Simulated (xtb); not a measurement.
xtb input (GFN-FF):

```bash
xtb mol.xyz --gfnff --opt tight --chrg 0 --uhf 0
```
mol.xyz:
```
18

C      3.16962143     0.17341571    -0.04863597
C      1.83762336    -0.40252042     0.42256676
C      0.63126389     0.27734255    -0.22100389
C     -0.70580025    -0.28973673     0.24932595
C     -1.89920491     0.38863199    -0.40666742
O     -3.15095919    -0.09492764     0.07046537
H      3.28351635     0.06643032    -1.13014029
H      4.01347116    -0.33033519     0.42616197
H      3.24228494     1.23801926     0.18649859
H      1.76248116    -0.31118897     1.51081349
H      1.80392986    -1.47495538     0.20472148
H      0.70564957     0.18547606    -1.31045777
H      0.66578459     1.35083523    -0.00421456
H     -0.79731862    -0.18649518     1.33445359
H     -0.74104193    -1.36453734     0.03244710
H     -1.83530440     0.28690060    -1.49829904
H     -1.89632263     1.45649384    -0.18008232
H     -3.20047779    -1.04002092    -0.10913799
```

Output:

```
           -------------------------------------------------
          |                Calculation Setup                |
           -------------------------------------------------

          ==================== Thresholds ====================
          CN  :   150.00000
          rep :   500.00000
          disp:  2500.00000
          HB1 :   250.00000
          HB2 :   450.00000

          Pauling EN used:
          Z : 1  EN :  2.20
          Z : 6  EN :  2.55
          Z : 8  EN :  3.44
          electric field strengths (au): 0.000

           -------------------------------------------------
          |           Force Field Initialization            |
           -------------------------------------------------

          distances ...
          ----------------------------------------
          generating topology and atomic info file ...
          pair mat ...
          computing topology distances matrix with Floyd-Warshall algo ...
          making topology EEQ charges ...
          #fragments for EEQ constrain: 1
          ----------------------------------------
          generating topology and atomic info file ...
          pair mat ...
          computing topology distances matrix with Floyd-Warshall algo ...
          making topology EEQ charges ...
          #fragments for EEQ constrain: 1
          rings ...
          # BATM   138
          # H in HB   1

  atom   neighbors  erfCN metchar sp-hybrid imet pi  qest     coordinates
    1  C       4    3.49   0.00         3    0    0  -0.057    5.989716    0.327708   -0.091909
    2  C       4    3.48   0.00         3    0    0  -0.037    3.472605   -0.760653    0.798535
    3  C       4    3.49   0.00         3    0    0  -0.037    1.192916    0.524101   -0.417637
    4  C       4    3.49   0.00         3    0    0  -0.039   -1.333769   -0.547523    0.471158
    5  C       4    3.48   0.00         3    0    0   0.068   -3.588977    0.734408   -0.768490
    6  O       2    1.91   0.00         3    0    0  -0.447   -5.954450   -0.179387    0.133160
    7  H       1    0.97   0.00         0    0    0   0.030    6.204947    0.125535   -2.135656
    8  H       1    0.97   0.00         0    0    0   0.030    7.584361   -0.624243    0.805329
    9  H       1    0.97   0.00         0    0    0   0.030    6.127031    2.339517    0.352431
   10  H       1    0.97   0.00         0    0    0   0.029    3.330607   -0.588062    2.855024
   11  H       1    0.97   0.00         0    0    0   0.029    3.408933   -2.787262    0.386868
   12  H       1    0.97   0.00         0    0    0   0.030    1.333484    0.350499   -2.476406
   13  H       1    0.97   0.00         0    0    0   0.030    1.258151    2.552709   -0.007964
   14  H       1    0.97   0.00         0    0    0   0.034   -1.506714   -0.352425    2.521752
   15  H       1    0.97   0.00         0    0    0   0.034   -1.400366   -2.578602    0.061316
   16  H       1    0.97   0.01         0    0    0   0.029   -3.468223    0.542164   -2.831375
   17  H       1    0.97   0.00         0    0    0   0.029   -3.583530    2.752374   -0.340306
   18  H       1    0.97   0.00         0    0    0   0.215   -6.048026   -1.965355   -0.206241

          #atoms :   18
          #bonds :   17
[...]
 C  C  Rav=1.5252 sigma=0.0034  Rmin=1.5204  Rmax=1.5289     4
 O  H  Rav=0.9847 sigma=0.0000  Rmin=0.9847  Rmax=0.9847     1
 O  C  Rav=1.4130 sigma=0.0000  Rmin=1.4130  Rmax=1.4130     1

 selected bond angles (degree)
 --------------------
H7-C1-C2=111.20                H8-C1-C2=112.08                H8-C1-H7=107.50                H9-C1-C2=111.20
H9-C1-H7=107.13                H9-C1-H8=107.50                C3-C2-C1=112.77                H10-C2-C1=110.13
H10-C2-C3=109.27               H11-C2-C1=110.13               H11-C2-C3=109.27               H11-C2-H10=104.96
C4-C3-C2=113.05                H12-C3-C2=109.62               H12-C3-C4=109.62               H13-C3-C2=109.60
H13-C3-C4=109.60               H13-C3-H12=105.05              C5-C4-C3=112.91                H14-C4-C3=109.96
H14-C4-C5=109.15               H15-C4-C3=109.85               H15-C4-C5=109.51               H15-C4-H14=105.17
O6-C5-C4=113.25                H16-C5-C4=110.97               H16-C5-O6=108.77               H17-C5-C4=110.45
H17-C5-O6=106.95               H17-C5-H16=106.11              H18-O6-C5=110.16

 selected dihedral angles (degree)
 ---------------------------------
C3-C2-C1-H7=300.36            C3-C2-C1-H8=180.00            C3-C2-C1-H9= 59.65            H10-C2-C1-H7=178.01
H10-C2-C1-H8= 57.66           H10-C2-C1-H9=297.30           H11-C2-C1-H7= 62.72           H11-C2-C1-H8=302.36
H11-C2-C1-H9=182.01           C4-C3-C2-C1=179.99            C4-C3-C2-H10=302.82           C4-C3-C2-H11= 57.15
H12-C3-C2-C1= 57.37           H12-C3-C2-H10=180.20          H12-C3-C2-H11=294.54          H13-C3-C2-C1=302.57
H13-C3-C2-H10= 65.41          H13-C3-C2-H11=179.74          C5-C4-C3-C2=179.85            C5-C4-C3-H12=302.47
C5-C4-C3-H13= 57.27           H14-C4-C3-C2= 57.69           H14-C4-C3-H12=180.30          H14-C4-C3-H13=295.11
H15-C4-C3-C2=302.40           H15-C4-C3-H12= 65.02          H15-C4-C3-H13=179.82          O6-C5-C4-C3=181.92
O6-C5-C4-H14=304.53           O6-C5-C4-H15= 59.18           H16-C5-C4-C3= 59.25           H16-C5-C4-H14=181.86
H16-C5-C4-H15=296.50          H17-C5-C4-C3=301.85           H17-C5-C4-H14= 64.47          H17-C5-C4-H15=179.11
H18-O6-C5-C4=304.73           H18-O6-C5-H16= 68.61          H18-O6-C5-H17=182.82
           -------------------------------------------------
          |                Final Singlepoint                |
           -------------------------------------------------
         :::::::::::::::::::::::::::::::::::::::::::::::::::::
         ::                     SUMMARY                     ::
         :::::::::::::::::::::::::::::::::::::::::::::::::::::
         :: total energy              -2.554222106233 Eh    ::
         :: gradient norm              0.000221562744 Eh/a0 ::
         ::.................................................::
         :: bond energy               -2.631118098847 Eh    ::
         :: angle energy               0.003009387468 Eh    ::
         :: torsion energy             0.000116379952 Eh    ::
         :: repulsion energy           0.146460795745 Eh    ::
         :: electrostat energy        -0.064863147468 Eh    ::
         :: dispersion energy         -0.008296387511 Eh    ::
         :: HB energy                  0.000000000000 Eh    ::
         :: XB energy                  0.000000000000 Eh    ::
         :: bonded atm energy          0.000468964429 Eh    ::
         :: external energy            0.000000000000 Eh    ::
         :: add. restraining           0.000000000000 Eh    ::
         :: total charge              -0.000000000000 e     ::
         :::::::::::::::::::::::::::::::::::::::::::::::::::::

           -------------------------------------------------
          |                Property Printout                |
           -------------------------------------------------

molecular dipole:
                 x           y           z       tot (Debye)
 q only:        1.034      -0.254      -0.163       2.739
           -------------------------------------------------
          |                Geometry Summary                 |
           -------------------------------------------------

      molecular mass/u    :       88.1483734
   center of mass at/Å    :       -0.0769462       0.0026890       0.0024222
  moments of inertia/u·Å² :        0.3229925E+02   0.4444910E+03   0.4603951E+03
rotational constants/cm⁻¹ :        0.5219202E+00   0.3792570E-01   0.3661558E-01

 * 17 selected distances

     #   Z          #   Z                                           value/Å
     1   6 C        2   6 C                                       1.5204451
     2   6 C        3   6 C                                       1.5289490 (max)
     3   6 C        4   6 C                                       1.5277091
     4   6 C        5   6 C                                       1.5237066
     5   6 C        6   8 O                                       1.4130080
     1   6 C        7   1 H                                       1.0915816
     1   6 C        8   1 H                                       1.0923337
     1   6 C        9   1 H                                       1.0915772
     2   6 C       10   1 H                                       1.0981106
     2   6 C       11   1 H                                       1.0981061
     3   6 C       12   1 H                                       1.0968374
     3   6 C       13   1 H                                       1.0968330
     4   6 C       14   1 H                                       1.0958603
     4   6 C       15   1 H                                       1.0959282
     5   6 C       16   1 H                                       1.0973538
     5   6 C       17   1 H                                       1.0964051
     6   8 O       18   1 H                                       0.9847477 (min)

 * 4 distinct bonds (by element types)

   Z      Z             #   av. dist./Å        max./Å        min./Å
   1 H    6 C          11     1.0955388     1.0981106     1.0915772
   6 C    6 C           4     1.5252025     1.5289490     1.5204451
   1 H    8 O           1     0.9847477     0.9847477     0.9847477
   6 C    8 O           1     1.4130080     1.4130080     1.4130080

optimized geometry written to: xtbopt.xyz

           -------------------------------------------------
          | TOTAL ENERGY               -2.554222106233 Eh   |
          | GRADIENT NORM               0.000221562744 Eh/α |
           -------------------------------------------------
########################################################################
[WARNING] Runtime exception occurred
-1- gfnff_setup: Could not read topology file.
########################################################################

------------------------------------------------------------------------
------------------------------------------------------------------------
 total:
 SCF:
Note: The following floating-point exceptions are signalling: IEEE_UNDERFLOW_FLAG IEEE_DENORMAL
normal termination of xtb
 ANC optimizer:
```
